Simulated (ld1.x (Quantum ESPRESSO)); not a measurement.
**niobium: one change to a TM potential, before and after**

- Element: Nb
- Generator: ld1.x (Quantum ESPRESSO) 7.5
- Type: norm-conserving Troullier–Martins (Kleinman–Bylander form)
- Functional: PBE
- Relativity: scalar-relativistic
- Frozen core: [Kr]
- Valence charge: 5
- Reference configuration: 4d4 5s1 5p0
- Partial waves: 5s (bound): rc 2.95 bohr; 5p (bound, empty): rc 3.75 bohr; 4d (bound): rc 1.95 bohr
- Local potential: the d channel
- Core correction: a·sin(br)/r model core, default radius (core density twice the valence density)

All-electron outer shells of the reference configuration (PBE, scalar-relativistic, ld1.x):

| shell | level (eV) | outermost node (bohr) | outermost maximum (bohr) |
| --- | --- | --- | --- |
| 4s | -58.39 | 0.53 | 1.04 |
| 4p | -34.52 | 0.54 | 1.12 |
| 5s | -3.98 | 1.41 | 3.08 |
| 4d | -3.04 | 0.55 | 1.49 |
| 5p | -1.11 | 1.63 | 4.26 |

Change: wave 4d (bound): rc 1.95 bohr becomes 4d (bound): rc 1.82 bohr.

Cutoffs: the cutoffs (Ry, on a coarse ladder) from which the occupation-weighted sum of valence levels, in a spherical-Bessel basis at the reference potential, stays within 10 and 1 mRy of its value at 400 Ry; they do not see the model core or the augmentation charge, which bear on the density cutoff. Errors are all-electron minus pseudo energies relative to the spin-unpolarised reference configuration.

Task: How do hardness, ghosts and transferability respond?

Result: The potential gets neither clearly harder nor softer (35 Ry and 40 Ry → 35 Ry and 45 Ry); both files keep a bound ghost (p, s); the errors of the 6 common tests hardly move; the range in which the d phases agree widens (upper end 3.7 → at the end of the scan).

```csv
quantity,base,changed
"cutoff, loose",35 Ry,35 Ry
"cutoff, tight",40 Ry,45 Ry
bound ghosts,"s, p","s, p"
"tests counted (converged, no solver errors)",6 of 7,6 of 7
"error for 4d4 5s0 5p0, meV [ΔE 6.64 eV]",-16,-16
"error for 4d3 5s0 5p0, meV [ΔE 20.68 eV]",-60,-60
"error for 4d2 5s0 5p0, meV [ΔE 45.40 eV]",-442,-441
"error for 4d4.5 5s0.5 5p0, meV [ΔE 0.56 eV]",-13,-13
"error for 4d3 5s1 5p0, meV [ΔE 7.02 eV]",-44,-43
"error for 4d5 5s0 5p0, meV [ΔE 1.27 eV]",-42,-42
s: phases at 4.03 bohr within 0.05 rad from the reference energy up to (Ry; the scan ends near 5),1.0,1.0
p: phases at 4.03 bohr within 0.05 rad from the reference energy up to (Ry; the scan ends near 5),n/a,1.7
d: phases at 4.03 bohr within 0.05 rad from the reference energy up to (Ry; the scan ends near 5),3.7,to the end of the scan
```

Base: Tests not counted: 4d3 5s1 5p1 (solver errors, printed error -2.2 eV). Changed file: Tests not counted: 4d3 5s1 5p1 (solver errors, printed error -2.2 eV). A true bound ghost makes a file unfit for plane-wave use even where its test errors are small: the radial tests pick states by their node count and pass the ghost by. Where a test does run into it, the solver fails or the error is huge.
